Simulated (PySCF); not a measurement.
N⁺: excitation energy

N⁺ [He] 2s2 2p2 (3P) → N⁺ [He] 2s1 2p2 3d1 (high-spin determinant), as a difference of total energies. Calculation: PySCF 2.14, in aug-cc-pVTZ with one added diffuse shell each of s, p, d, f type (6s5p4d3f, 62 functions); no relativity, point nucleus. Correlated levels: valence: 1s2 frozen. The calculations carry no spin-orbit coupling.

| method | excitation energy (cm⁻¹) |
| --- | --- |
| UHF | 226010 |
| MP2 (valence) | 238420 |
| SCS-MP2 (valence) | 241390 |
| CCSD (valence) | 241870 |
| CCSD(T) (valence) | 242130 |

The upper state lies above the first ionisation limit, but in LS coupling its spin forbids autoionisation to the ground ion. A Rydberg-like electron needs more diffuse functions than a valence basis has.

The promoted electron is Rydberg-like, and one or two diffuse shells describe it only roughly, which tends to raise the upper state.

The determinant of the upper state mixes LS terms, which raises its energy above the lowest term, most at the Hartree-Fock and MP2 levels.
